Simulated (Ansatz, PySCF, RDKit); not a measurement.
Dimer: CH5N (SMILES CN) (first 7 atoms) with CH2O2 (SMILES O=CO); geometry from B3LYP-D3(BJ)/def2-TZVP, rigid monomers moved along the line of their centres of mass till N2···H12 is 2.30 Å.
(charge 0, multiplicity 1):
```json
[
 {"atom": "C", "x (Å)": "0.1951", "y (Å)": "0.6462", "z (Å)": "0.1549"},
 {"atom": "N", "x (Å)": "-0.5601", "y (Å)": "-0.4425", "z (Å)": "0.7931"},
 {"atom": "H", "x (Å)": "0.9855", "y (Å)": "0.9585", "z (Å)": "0.8359"},
 {"atom": "H", "x (Å)": "-0.4698", "y (Å)": "1.4936", "z (Å)": "-0.0117"},
 {"atom": "H", "x (Å)": "0.6467", "y (Å)": "0.3639", "z (Å)": "-0.8006"},
 {"atom": "H", "x (Å)": "0.0563", "y (Å)": "-1.2240", "z (Å)": "0.9904"},
 {"atom": "H", "x (Å)": "-1.3030", "y (Å)": "-0.7782", "z (Å)": "0.1909"},
 {"atom": "O", "x (Å)": "1.2589", "y (Å)": "-0.1161", "z (Å)": "4.0343"},
 {"atom": "C", "x (Å)": "0.2424", "y (Å)": "0.2654", "z (Å)": "4.5658"},
 {"atom": "O", "x (Å)": "-0.9422", "y (Å)": "0.3715", "z (Å)": "3.9910"},
 {"atom": "H", "x (Å)": "0.1978", "y (Å)": "0.5752", "z (Å)": "5.6207"},
 {"atom": "H", "x (Å)": "-0.8675", "y (Å)": "0.0659", "z (Å)": "3.0185"}
]
```

Interaction energies are E(AB) − E(A) − E(B) at the monomers' geometry in the complex; basis-set methods are counterpoise corrected.

The values were computed with Ansatz (a first-principles code) with Gaussian orbitals; PySCF for the dispersion terms; RDKit for the force fields. 

Problem. Estimate the interaction energy that MMFF94 returns for this input.

Solution. -7.4 kcal/mol
